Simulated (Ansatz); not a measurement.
Relaxation of bis(4-fluorophenyl)iodonium (C12H8F2I⁺) with RKS r2SCAN-D4/def2-SVP.

```sh
$ ansatz run in.yaml --threads 4 --pin off --events-out ev --progress --plain --max-ram 6963MiB
```

```yaml
crystal:
  periodic: [false, false, false]
  atoms:
    - {symbol: F, position_ang: [4.820420, 0.240240, 1.281430]}
    - {symbol: C, position_ang: [3.743190, 0.224090, 0.508580]}
    - {symbol: C, position_ang: [2.646210, -0.532260, 0.901450]}
    - {symbol: C, position_ang: [1.519290, -0.556700, 0.099700]}
    - {symbol: C, position_ang: [1.529870, 0.193230, -1.062530]}
    - {symbol: I, position_ang: [-0.224300, 0.166480, -2.339610]}
    - {symbol: C, position_ang: [-1.705840, -0.052610, -0.790820]}
    - {symbol: C, position_ang: [-2.166310, 1.083300, -0.143800]}
    - {symbol: C, position_ang: [-3.112430, 0.931130, 0.852840]}
    - {symbol: C, position_ang: [-3.575610, -0.342480, 1.159890]}
    - {symbol: F, position_ang: [-4.486430, -0.484030, 2.111480]}
    - {symbol: C, position_ang: [-3.117180, -1.472440, 0.494170]}
    - {symbol: C, position_ang: [-2.169190, -1.327380, -0.501960]}
    - {symbol: C, position_ang: [2.615610, 0.948080, -1.470360]}
    - {symbol: C, position_ang: [3.743170, 0.960480, -0.668430]}
    - {symbol: H, position_ang: [2.684800, -1.097170, 1.819570]}
    - {symbol: H, position_ang: [0.663180, -1.145390, 0.390310]}
    - {symbol: H, position_ang: [-1.805150, 2.065530, -0.404390]}
    - {symbol: H, position_ang: [-3.498970, 1.786640, 1.384210]}
    - {symbol: H, position_ang: [-3.508010, -2.443900, 0.754040]}
    - {symbol: H, position_ang: [-1.808490, -2.190450, -1.039720]}
    - {symbol: H, position_ang: [2.597060, 1.514580, -2.388360]}
    - {symbol: H, position_ang: [4.615100, 1.531030, -0.947700]}
basis:
  gaussian: {orbitals: def2-SVP}
total_charge: 1
hamiltonian: {xc: r2scan, dispersion: d4}
scf: {lower_state_search: "off"}
output: {orbitals: {seedname: orbitals}}
relax: {f_tol: 0.03, max_steps: 70}
```

It took 3 min on 4 threads of Arm Neoverse V2 on a shared host.

Positions (Å) and forces (eV/Å) at steps 1, 2, 3, 4, 5, 6, 7, 8, 9, 10, 11, 12 of 23:

```xyz
23
step=1 energy=-26080.4767 eV
F     4.820    0.240    1.281   -0.104    0.005   -0.090
C     3.743    0.224    0.509    0.390    0.005    0.283
C     2.646   -0.532    0.901    0.189    0.065    0.045
C     1.519   -0.557    0.100   -0.300   -0.061   -0.162
C     1.530    0.193   -1.063   -0.289   -0.034   -0.174
I    -0.224    0.166   -2.340   -0.093   -0.104    0.448
C    -1.706   -0.053   -0.791    0.379    0.102   -0.448
C    -2.166    1.083   -0.144    0.203    0.178   -0.175
C    -3.112    0.931    0.853   -0.105   -0.072    0.094
C    -3.576   -0.342    1.160   -0.357   -0.075    0.370
F    -4.486   -0.484    2.111    0.134    0.030   -0.131
C    -3.117   -1.472    0.494   -0.120    0.064    0.138
C    -2.169   -1.327   -0.502    0.227   -0.128   -0.274
C     2.616    0.948   -1.470   -0.293    0.063   -0.286
C     3.743    0.960   -0.668    0.131   -0.085    0.160
H     2.685   -1.097    1.820    0.030   -0.263    0.446
H     0.663   -1.145    0.390   -0.408   -0.290    0.180
H    -1.805    2.066   -0.404    0.154    0.496   -0.071
H    -3.499    1.787    1.384   -0.196    0.402    0.268
H    -3.508   -2.444    0.754   -0.187   -0.461    0.127
H    -1.808   -2.190   -1.040    0.138   -0.456   -0.214
H     2.597    1.515   -2.388    0.060    0.337   -0.423
H     4.615    1.531   -0.948    0.417    0.281   -0.114
23
step=2 energy=-26080.5526 eV
F     4.825    0.243    1.271   -0.057   -0.002   -0.055
C     3.745    0.221    0.505    0.145   -0.001    0.097
C     2.650   -0.543    0.908    0.042   -0.004    0.027
C     1.511   -0.576    0.108   -0.045   -0.005    0.001
C     1.517    0.184   -1.056   -0.069   -0.021   -0.016
I    -0.226    0.132   -2.311    0.024    0.009   -0.093
C    -1.700   -0.054   -0.803    0.126    0.026   -0.125
C    -2.149    1.094   -0.153    0.014    0.054    0.008
C    -3.104    0.943    0.848   -0.010    0.023    0.016
C    -3.573   -0.336    1.153   -0.133   -0.041    0.140
F    -4.479   -0.473    2.106    0.069    0.017   -0.073
C    -3.119   -1.476    0.487   -0.050   -0.012    0.021
C    -2.167   -1.338   -0.518    0.008   -0.059    0.012
C     2.595    0.958   -1.473   -0.103    0.036   -0.095
C     3.737    0.966   -0.674    0.033    0.011    0.046
H     2.697   -1.109    1.838    0.024   -0.062    0.111
H     0.648   -1.168    0.411   -0.086   -0.083    0.037
H    -1.772    2.084   -0.404    0.031    0.112   -0.019
H    -3.490    1.805    1.389   -0.058    0.087    0.077
H    -3.516   -2.454    0.756   -0.058   -0.106    0.039
H    -1.803   -2.214   -1.053    0.019   -0.107   -0.049
H     2.565    1.554   -2.386    0.030    0.065   -0.090
H     4.610    1.555   -0.951    0.105    0.062   -0.017
23
step=3 energy=-26080.5595 eV
F     4.837    0.254    1.261   -0.020    0.002   -0.022
C     3.752    0.229    0.505    0.021    0.017    0.012
C     2.666   -0.551    0.912   -0.015   -0.002   -0.006
C     1.520   -0.592    0.116   -0.011   -0.034   -0.043
C     1.514    0.175   -1.048    0.047    0.040   -0.001
I    -0.220    0.115   -2.320    0.007   -0.041    0.058
C    -1.694   -0.064   -0.807   -0.040   -0.007    0.016
C    -2.135    1.092   -0.154   -0.016   -0.029   -0.002
C    -3.097    0.949    0.846    0.033    0.012   -0.015
C    -3.581   -0.328    1.150   -0.026    0.000    0.020
F    -4.490   -0.454    2.100    0.016    0.011   -0.023
C    -3.139   -1.474    0.484    0.024   -0.009   -0.003
C    -2.175   -1.347   -0.518   -0.023    0.037   -0.024
C     2.580    0.971   -1.466    0.005   -0.034    0.010
C     3.728    0.986   -0.669   -0.015    0.010   -0.009
H     2.729   -1.125    1.840    0.006    0.009   -0.015
H     0.667   -1.207    0.415    0.013    0.022   -0.003
H    -1.751    2.083   -0.407   -0.003   -0.012    0.005
H    -3.479    1.817    1.390    0.001   -0.017    0.000
H    -3.551   -2.450    0.752    0.002    0.018   -0.002
H    -1.824   -2.232   -1.054   -0.003    0.008    0.011
H     2.545    1.568   -2.381    0.006    0.003    0.024
H     4.598    1.586   -0.946   -0.010   -0.005    0.014
23
step=4 energy=-26080.5626 eV
F     4.858    0.288    1.259    0.001    0.014    0.013
C     3.773    0.246    0.506   -0.008   -0.011   -0.024
C     2.711   -0.574    0.900   -0.011   -0.028   -0.001
C     1.568   -0.639    0.101    0.021    0.009    0.049
C     1.535    0.152   -1.045   -0.043   -0.021    0.008
I    -0.211    0.062   -2.297    0.012   -0.010   -0.080
C    -1.714   -0.080   -0.809    0.019    0.009    0.025
C    -2.139    1.086   -0.164    0.008    0.001    0.031
C    -3.102    0.961    0.838   -0.003    0.010   -0.015
C    -3.604   -0.308    1.148    0.015    0.007   -0.020
F    -4.515   -0.417    2.097   -0.004    0.003    0.015
C    -3.178   -1.463    0.487   -0.029   -0.001   -0.030
C    -2.218   -1.353   -0.519    0.044   -0.016    0.041
C     2.577    0.985   -1.452    0.005    0.029    0.015
C     3.725    1.020   -0.655   -0.015    0.002   -0.017
H     2.791   -1.159    1.820    0.008    0.005   -0.029
H     0.734   -1.285    0.391    0.013    0.018   -0.010
H    -1.740    2.070   -0.419   -0.002   -0.026    0.010
H    -3.472    1.835    1.380    0.006   -0.021   -0.015
H    -3.604   -2.433    0.760    0.003    0.025   -0.010
H    -1.875   -2.246   -1.050   -0.013    0.017    0.016
H     2.522    1.601   -2.354   -0.003   -0.008    0.021
H     4.578    1.651   -0.922   -0.023   -0.012    0.006
23
step=5 energy=-26080.5672 eV
F     4.870    0.320    1.251    0.005    0.002    0.021
C     3.783    0.259    0.502   -0.052   -0.026   -0.036
C     2.748   -0.602    0.883    0.027    0.001   -0.009
C     1.603   -0.685    0.089    0.033    0.040    0.056
C     1.540    0.131   -1.039   -0.035   -0.018   -0.031
I    -0.203    0.008   -2.290    0.020   -0.005   -0.044
C    -1.706   -0.101   -0.797    0.003    0.011    0.008
C    -2.119    1.075   -0.164    0.005    0.014    0.023
C    -3.096    0.973    0.826   -0.012   -0.010    0.002
C    -3.625   -0.284    1.137    0.042    0.007   -0.037
F    -4.548   -0.371    2.076   -0.016    0.002    0.014
C    -3.212   -1.451    0.487   -0.027    0.011   -0.010
C    -2.235   -1.364   -0.505    0.034   -0.020    0.032
C     2.556    1.004   -1.434   -0.005    0.026    0.026
C     3.707    1.057   -0.643    0.000   -0.002    0.011
H     2.851   -1.204    1.791    0.008    0.015   -0.035
H     0.788   -1.358    0.373    0.032    0.019   -0.027
H    -1.699    2.051   -0.420   -0.007   -0.027    0.007
H    -3.458    1.857    1.359    0.012   -0.015   -0.015
H    -3.659   -2.411    0.760    0.009    0.023   -0.010
H    -1.901   -2.265   -1.026   -0.017    0.015    0.012
H     2.477    1.641   -2.319   -0.013   -0.035    0.028
H     4.540    1.719   -0.899   -0.047   -0.030    0.014
23
step=6 energy=-26080.5712 eV
F     4.883    0.383    1.244   -0.035   -0.028    0.004
C     3.795    0.286    0.500   -0.146   -0.051   -0.034
C     2.814   -0.656    0.852    0.160    0.115   -0.024
C     1.667   -0.774    0.065    0.030    0.047   -0.041
C     1.550    0.084   -1.031    0.042    0.071   -0.041
I    -0.187   -0.094   -2.279    0.024   -0.001    0.027
C    -1.696   -0.139   -0.783   -0.017   -0.005    0.007
C    -2.080    1.058   -0.170   -0.010    0.015    0.013
C    -3.076    0.999    0.805   -0.028   -0.058    0.013
C    -3.654   -0.237    1.121    0.048    0.019   -0.037
F    -4.598   -0.281    2.043    0.030    0.008   -0.032
C    -3.267   -1.424    0.492   -0.004    0.030    0.010
C    -2.267   -1.381   -0.481   -0.012    0.003    0.011
C     2.508    1.039   -1.394   -0.082   -0.092    0.043
C     3.661    1.130   -0.609    0.034   -0.052    0.092
H     2.962   -1.293    1.732    0.016    0.065   -0.074
H     0.898   -1.513    0.323    0.102    0.109   -0.059
H    -1.626    2.017   -0.433   -0.014   -0.032    0.010
H    -3.419    1.900    1.321    0.017   -0.004   -0.012
H    -3.751   -2.365    0.768    0.022    0.028   -0.013
H    -1.955   -2.299   -0.987   -0.012    0.008    0.015
H     2.388    1.706   -2.255   -0.041   -0.084    0.073
H     4.452    1.854   -0.843   -0.123   -0.112    0.048
23
step=7 energy=-26080.5756 eV
F     4.874    0.392    1.251   -0.023   -0.013    0.008
C     3.788    0.289    0.505   -0.077   -0.040   -0.032
C     2.820   -0.666    0.846    0.078    0.062   -0.018
C     1.676   -0.791    0.055    0.019    0.042   -0.011
C     1.548    0.074   -1.033    0.016    0.037   -0.041
I    -0.186   -0.105   -2.283    0.021   -0.014    0.018
C    -1.696   -0.143   -0.788   -0.017    0.001    0.005
C    -2.075    1.057   -0.179   -0.002    0.004    0.009
C    -3.067    1.005    0.799   -0.020   -0.030    0.011
C    -3.647   -0.228    1.121    0.030    0.012   -0.024
F    -4.588   -0.267    2.046    0.015    0.005   -0.013
C    -3.265   -1.418    0.496   -0.011    0.019    0.004
C    -2.269   -1.382   -0.481    0.012    0.003    0.010
C     2.495    1.040   -1.385   -0.030   -0.033    0.040
C     3.645    1.138   -0.597    0.009   -0.027    0.049
H     2.974   -1.307    1.720    0.013    0.037   -0.044
H     0.915   -1.538    0.306    0.062    0.061   -0.039
H    -1.619    2.014   -0.446   -0.009   -0.021    0.006
H    -3.406    1.909    1.313    0.012   -0.005   -0.011
H    -3.749   -2.357    0.778    0.013    0.019   -0.008
H    -1.960   -2.303   -0.982   -0.012    0.007    0.009
H     2.366    1.712   -2.239   -0.025   -0.057    0.045
H     4.426    1.872   -0.824   -0.074   -0.068    0.028
23
step=8 energy=-26080.5824 eV
F     4.851    0.427    1.270   -0.016   -0.013   -0.008
C     3.773    0.302    0.515   -0.028    0.001    0.016
C     2.850   -0.706    0.818    0.015    0.008   -0.013
C     1.715   -0.853    0.020    0.026    0.003   -0.009
C     1.547    0.043   -1.038    0.016    0.013    0.006
I    -0.177   -0.178   -2.287    0.012    0.006   -0.005
C    -1.692   -0.167   -0.797   -0.015    0.006    0.023
C    -2.050    1.048   -0.204    0.003   -0.023   -0.006
C    -3.039    1.027    0.778    0.002    0.009   -0.007
C    -3.637   -0.191    1.119   -0.001   -0.005    0.006
F    -4.577   -0.200    2.047    0.006    0.002   -0.004
C    -3.276   -1.396    0.512   -0.002    0.006    0.000
C    -2.282   -1.392   -0.467    0.008    0.017   -0.014
C     2.450    1.063   -1.348   -0.019   -0.030    0.004
C     3.593    1.184   -0.554   -0.017   -0.015    0.003
H     3.033   -1.371    1.666    0.012    0.021   -0.019
H     0.992   -1.645    0.237    0.042    0.050   -0.016
H    -1.579    1.993   -0.487   -0.002   -0.010    0.002
H    -3.359    1.945    1.279    0.005   -0.014   -0.009
H    -3.775   -2.323    0.809    0.002    0.011   -0.002
H    -1.992   -2.326   -0.955   -0.002    0.011    0.013
H     2.291    1.755   -2.180   -0.013   -0.021    0.022
H     4.339    1.960   -0.751   -0.036   -0.034    0.017
23
step=9 energy=-26080.5871 eV
F     4.820    0.475    1.294   -0.044   -0.013   -0.018
C     3.752    0.321    0.529   -0.040   -0.066    0.012
C     2.894   -0.760    0.780    0.079    0.083   -0.019
C     1.772   -0.940   -0.029   -0.038    0.033   -0.054
C     1.547   -0.006   -1.045    0.117    0.059    0.033
I    -0.166   -0.260   -2.294   -0.001    0.009    0.027
C    -1.684   -0.192   -0.803   -0.032   -0.003    0.010
C    -2.019    1.041   -0.234    0.001   -0.029   -0.007
C    -3.008    1.058    0.749    0.028    0.011   -0.020
C    -3.626   -0.142    1.116   -0.024   -0.008    0.014
F    -4.563   -0.117    2.046    0.018    0.002   -0.020
C    -3.290   -1.366    0.531    0.015    0.005   -0.006
C    -2.296   -1.400   -0.449    0.008    0.023    0.002
C     2.389    1.083   -1.303   -0.100   -0.095    0.018
C     3.520    1.240   -0.499   -0.001   -0.021    0.022
H     3.117   -1.455    1.596    0.016    0.050   -0.037
H     1.097   -1.785    0.150    0.080    0.094   -0.031
H    -1.531    1.971   -0.536   -0.007   -0.010    0.002
H    -3.309    1.991    1.232    0.001   -0.023   -0.007
H    -3.804   -2.278    0.846    0.002    0.014    0.002
H    -2.020   -2.350   -0.914   -0.009    0.021    0.007
H     2.187    1.802   -2.103   -0.001   -0.046    0.036
H     4.218    2.070   -0.658   -0.067   -0.089    0.033
23
step=10 energy=-26080.5902 eV
F     4.796    0.504    1.314   -0.046   -0.024   -0.035
C     3.739    0.328    0.540   -0.054   -0.065    0.054
C     2.929   -0.799    0.750    0.076    0.096   -0.030
C     1.815   -0.997   -0.066   -0.024    0.029   -0.073
C     1.550   -0.037   -1.050    0.120    0.058    0.082
I    -0.160   -0.315   -2.294   -0.004    0.009   -0.027
C    -1.686   -0.209   -0.814   -0.007    0.005    0.041
C    -2.005    1.037   -0.264   -0.008   -0.041   -0.002
C    -2.987    1.080    0.726    0.031    0.033   -0.038
C    -3.615   -0.107    1.114   -0.027   -0.017    0.036
F    -4.546   -0.057    2.050    0.015    0.001   -0.017
C    -3.293   -1.344    0.549    0.010    0.001   -0.018
C    -2.306   -1.405   -0.435   -0.002    0.031   -0.012
C     2.344    1.097   -1.265   -0.095   -0.108   -0.008
C     3.467    1.274   -0.453   -0.006   -0.018   -0.001
H     3.182   -1.512    1.540    0.020    0.055   -0.036
H     1.180   -1.880    0.077    0.080    0.120   -0.020
H    -1.510    1.957   -0.584   -0.004   -0.011    0.005
H    -3.275    2.025    1.194   -0.004   -0.032   -0.006
H    -3.814   -2.246    0.883   -0.003    0.015    0.003
H    -2.045   -2.365   -0.889    0.004    0.025    0.017
H     2.112    1.832   -2.042    0.000   -0.047    0.050
H     4.127    2.140   -0.580   -0.072   -0.112    0.034
23
step=11 energy=-26080.5922 eV
F     4.785    0.514    1.315   -0.037   -0.019   -0.025
C     3.728    0.328    0.543   -0.022   -0.050    0.010
C     2.957   -0.829    0.723    0.057    0.097   -0.006
C     1.843   -1.037   -0.091   -0.049    0.033   -0.087
C     1.541   -0.057   -1.044    0.142    0.049    0.013
I    -0.157   -0.347   -2.301    0.009    0.006    0.100
C    -1.667   -0.219   -0.804   -0.079   -0.009   -0.020
C    -1.986    1.036   -0.277   -0.009   -0.029   -0.013
C    -2.977    1.098    0.703    0.042    0.006   -0.014
C    -3.612   -0.081    1.106   -0.028   -0.012    0.012
F    -4.551   -0.014    2.033    0.014    0.002   -0.023
C    -3.292   -1.327    0.560    0.028    0.003    0.010
C    -2.295   -1.406   -0.414   -0.012    0.031   -0.009
C     2.299    1.105   -1.232   -0.056   -0.097   -0.006
C     3.421    1.293   -0.423   -0.013   -0.027    0.039
H     3.238   -1.558    1.489    0.010    0.057   -0.035
H     1.236   -1.940    0.031    0.058    0.087   -0.023
H    -1.486    1.950   -0.606   -0.008   -0.007    0.000
H    -3.267    2.051    1.154   -0.002   -0.019    0.000
H    -3.820   -2.221    0.902    0.003    0.013    0.004
H    -2.033   -2.373   -0.849   -0.006    0.016    0.004
H     2.041    1.854   -1.987    0.005   -0.046    0.037
H     4.054    2.180   -0.530   -0.047   -0.082    0.031
23
step=12 energy=-26080.5967 eV
F     4.782    0.531    1.328   -0.029   -0.001    0.001
C     3.731    0.331    0.552    0.007   -0.032   -0.042
C     3.006   -0.860    0.692    0.067    0.062    0.006
C     1.903   -1.083   -0.131   -0.043    0.063   -0.028
C     1.565   -0.086   -1.052    0.001    0.014    0.016
I    -0.152   -0.377   -2.283    0.002   -0.029   -0.001
C    -1.682   -0.226   -0.807    0.007    0.014   -0.012
C    -1.999    1.037   -0.301   -0.008    0.012    0.027
C    -2.987    1.117    0.680    0.002   -0.029   -0.008
C    -3.624   -0.054    1.104   -0.013    0.012   -0.010
F    -4.562    0.031    2.032    0.032   -0.002   -0.028
C    -3.307   -1.309    0.578    0.008    0.012   -0.010
C    -2.313   -1.404   -0.398    0.009   -0.011    0.039
C     2.279    1.108   -1.205   -0.044   -0.026    0.026
C     3.389    1.313   -0.385    0.006   -0.079    0.053
H     3.316   -1.602    1.435    0.003    0.057   -0.040
H     1.329   -2.008   -0.035    0.016    0.027   -0.024
H    -1.495    1.943   -0.645   -0.009   -0.004    0.001
H    -3.274    2.077    1.117   -0.004    0.005    0.002
H    -3.836   -2.196    0.936    0.005    0.008   -0.003
H    -2.049   -2.380   -0.814   -0.011    0.001   -0.005
H     1.993    1.871   -1.935   -0.001   -0.042    0.022
H     3.988    2.225   -0.462   -0.006   -0.033    0.017
```

In the def2 sets I takes a core potential; there is no spin–orbit coupling.
